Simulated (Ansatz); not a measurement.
Breaking the Be1–H2 bond in BeH2Se (SMILES [BeH][SeH]) (multiplicity 1 held, fragments rigid). Energies count from the point at 1.326 Å.
Geometry at that point (charge 0, multiplicity 1):
```xyz
4

Be    -0.690    -0.761    -1.418
H     -1.209    -1.341    -2.491
Se     0.092     0.160     0.224
H      0.846    -1.065     0.547
```

Restricted levels (R-, RO-) in cc, def2 and unpolarised 6-31G sets keep to the state of the molecule at rest. Unrestricted levels (U-) break spin symmetry where that is lower. Levels need not reach the same state.

Codes used: Ansatz (an electronic-structure program). 

One of these levels gives 89.75 kcal/mol for the energy at R = 4.242 Å. Which one is it?
A) R-PBE/aug-cc-pVTZ
B) U-HF/aug-cc-pVTZ
C) U-r2SCAN/aug-cc-pVTZ

C, U-r2SCAN/aug-cc-pVTZ. The others give 73.79 (U-HF/aug-cc-pVTZ), 113.18 (R-PBE/aug-cc-pVTZ)

Doubts at one or more of the structures used: a spin-contaminated determinant (U-HF/aug-cc-pVTZ, U-r2SCAN/aug-cc-pVTZ); a restricted determinant that unrestricted orbitals would lower (R-PBE/aug-cc-pVTZ).
